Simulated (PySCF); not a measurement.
Gas-phase reaction: 2 GaCl + 4 F2 = Ga2F6 + 2 ClF

Energies from PySCF, thermal terms from the rigid-rotor harmonic-oscillator model, ideal gas at 1 bar. † marks an energy on the PBE0/def2-TZVP geometry and frequencies; other levels use their own. MP2 freezes the core. 6-31G* has spherical d functions here. All species are closed-shell singlets. B3LYP is the form with VWN-RPA correlation. Ga: all electrons, no relativistic terms. Ga2F6: computed as isolated molecules; such fragments, hydroxides, amides, oligomers or adducts are transient or little studied in the gas. MP2 isn't extrapolated to the basis-set limit; its ΔH°(298 K) is -2062.2 kJ in def2-SVP and -2071.2 kJ in def2-TZVPP. The harmonic model lacks anharmonicity and excited electronic states, which grow with temperature; levels with a mode under 35 cm⁻¹ are left out. Soft modes under 120 cm⁻¹ make the harmonic entropy rough for Ga2F6.

ΔH° and ΔS° at 298 K: B3LYP/def2-TZVP† -1829 kJ, -425 J/K; BLYP/def2-TZVP† -1720 kJ, -425 J/K; HF/6-31G* -2014 kJ, -436 J/K; MP2/def2-TZVPP† -2071 kJ, -425 J/K; PBE/def2-SVP -1765 kJ, -421 J/K.

Question: With the heat capacities included, give log10 K (1 bar) at 500, 600, 1000, 1200, 1800 K from B3LYP/def2-TZVP†, BLYP/def2-TZVP†, HF/6-31G*, MP2/def2-TZVPP†, PBE/def2-SVP.

Answer: 
```tsv
T (K)	B3LYP/def2-TZVP†	BLYP/def2-TZVP†	HF/6-31G*	MP2/def2-TZVPP†	PBE/def2-SVP
500	169.0	157.7	187.7	194.3	162.6
600	137.3	127.8	152.8	158.4	132.0
1000	74.1	68.4	83.1	86.7	71.0
1200	58.4	53.7	65.8	68.9	55.8
1800	32.4	29.2	37.1	39.4	30.7
```
